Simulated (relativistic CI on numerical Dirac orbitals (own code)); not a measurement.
Calculated at this level of theory: Dirac-Coulomb-Breit CI, orbitals from a KLI potential per configuration, QED by a radiative potential, unscaled Slater integrals (own radial code, finite nucleus).

Configuration list: 1s², 1s2s, 1s2p, 1s3s, 1s3p, 1s3d, 1s4s, 1s4p, 1s4d, 1s4f, 1s5s, 1s5p, 1s5d, 1s5f, 1s5g, 1s6s, 1s6p, 1s6d, 2s². Levels of other configurations are missing.

At this charge energies of transitions that change n are usually good to better than 1 %, and those within a shell (Δn = 0) to a few per cent.

Outline of the computed level scheme of W LXXIII. Lowest level of each configuration: 1s² ¹S0 at 0.0 eV; 1s2s ³S1 at 58991.0 eV; 1s2p ³P°1 at 59106.5 eV; 1s3s ³S1 at 70412.6 eV; 1s3p ³P°1 at 70443.4 eV; 1s3d ³D2 at 70922.1 eV; 1s4s ³S1 at 74328.5 eV; 1s4p ³P°1 at 74340.9 eV; 1s4d ³D2 at 74541.4 eV.

Some strong electric-dipole decays among the lowest 27 levels: 1s2p ¹P°1 → 1s² ¹S0 (2.3e+16 s⁻¹); 1s2p ³P°1 → 1s² ¹S0 (1.2e+16 s⁻¹); 1s3p ¹P°1 → 1s² ¹S0 (6.4e+15 s⁻¹); 1s3p ³P°1 → 1s² ¹S0 (3.0e+15 s⁻¹); 1s4p ¹P°1 → 1s² ¹S0 (2.6e+15 s⁻¹); 1s3d ³D3 → 1s2p ³P°2 (1.8e+15 s⁻¹); 1s3d ³D2 → 1s2p ³P°1 (1.7e+15 s⁻¹); 1s3d ¹D2 → 1s2p ¹P°1 (1.6e+15 s⁻¹).

LS names give the leading component of a level, which can be under half, so a name can repeat, a term be missing and a line seem to break the LS rules.
